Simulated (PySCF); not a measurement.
How methods differ on the ionisation energy of Ti⁶⁺

Ti⁶⁺ [Ne] 3s2 3p4 [3p1/2^2 3p3/2^2, M_J = 2] → Ti⁷⁺ [Ne] 3s2 3p3 [3p1/2^2 3p3/2^1, M_J = 3/2], as a difference of total energies. Computed with PySCF 2.14 in an uncontracted even-tempered set (20 s from 0.27 bohr⁻², ratio 2.4; 14 p from 0.35 bohr⁻², ratio 2.4; 5 d from 2.6 bohr⁻², ratio 2.6; 5 f from 3.9 bohr⁻², ratio 2.6), with the two-component X2C-1e Hamiltonian. Correlated levels: 1s2 frozen; the 52 highest virtual spinors dropped. "Screened" scales the spin-orbit matrix elements by Boettger's factors to mimic the two-electron term; Breit and QED terms are absent.

**Question.** Order these methods by the ionisation energy they give, lowest first.
A. GHF (spin-free)
B. GMP2 (screened spin-orbit)
C. GMP2 (spin-free)
D. GHF (screened spin-orbit)

**Answer.** A (138.81 eV), D (139.09 eV), C (139.74 eV), B (140.02 eV).

The labels give the starting determinants; with spin-orbit coupling the two ends relaxed to ⟨J²⟩ = 6.01, ⟨L²⟩ = 2.06, ⟨S²⟩ = 1.97 and ⟨J²⟩ = 3.75, ⟨L²⟩ = 0.01, ⟨S²⟩ = 3.73.

For comparison: 140.68 ± 0.18 eV (semi-empirical (NIST evaluation); NIST Atomic Spectra Database, ionization energies).
